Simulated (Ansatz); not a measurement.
C₂H₅AlFNO (`[CH3][Al]1[NH]C(F)[O]1`). The species carries charge 0 and has multiplicity 1. All single points use the PBE0-D4/def2-TZVP geometry.

```xyz
11

C    -0.599    2.011   -0.891
Al   -0.136    0.277   -0.190
N     0.847   -0.577    1.004
C     0.220   -1.788    0.560
F     1.139   -2.652   -0.012
O    -0.687   -1.364   -0.404
H     0.237    2.709   -0.810
H    -1.444    2.439   -0.346
H    -0.885    1.945   -1.944
H     1.580   -0.627    1.686
H    -0.272   -2.373    1.347
```

(1) What is the dipole moment at B3LYP/def2-TZVPP? (Best estimate.)

(2) And with PBE, r2SCAN, ωB97M-V? (An estimate is asked.)

(3) Give the Mulliken charges with B3LYP, r2SCAN, ωB97M-V in def2-TZVPP. (Best estimate.)

Answers

(1) The calculation gave: 3.90 D, with components (-0.18, 3.78, 0.95) D in this frame, pointing from negative to positive charge.

(2) The calculation gave: PBE 3.74 D, r2SCAN 3.84 D, ωB97M-V 3.92 D.

(3) The calculation gave: 
```json
{"atom": "C1", "B3LYP": "-0.40", "r2SCAN": "-0.34", "ωB97M-V": "-0.47"}
{"atom": "Al2", "B3LYP": "0.50", "r2SCAN": "0.56", "ωB97M-V": "0.54"}
{"atom": "N3", "B3LYP": "-0.35", "r2SCAN": "-0.41", "ωB97M-V": "-0.33"}
{"atom": "C4", "B3LYP": "0.42", "r2SCAN": "0.50", "ωB97M-V": "0.38"}
{"atom": "F5", "B3LYP": "-0.25", "r2SCAN": "-0.24", "ωB97M-V": "-0.23"}
{"atom": "O6", "B3LYP": "-0.43", "r2SCAN": "-0.44", "ωB97M-V": "-0.42"}
{"atom": "H7", "B3LYP": "0.10", "r2SCAN": "0.07", "ωB97M-V": "0.12"}
{"atom": "H8", "B3LYP": "0.10", "r2SCAN": "0.07", "ωB97M-V": "0.12"}
{"atom": "H9", "B3LYP": "0.11", "r2SCAN": "0.08", "ωB97M-V": "0.12"}
{"atom": "H10", "B3LYP": "0.12", "r2SCAN": "0.13", "ωB97M-V": "0.09"}
{"atom": "H11", "B3LYP": "0.08", "r2SCAN": "0.03", "ωB97M-V": "0.09"}
```

B3LYP here is the variant with VWN-RPA as its local correlation; programs differ in this.

Program: Ansatz 0.2.0.
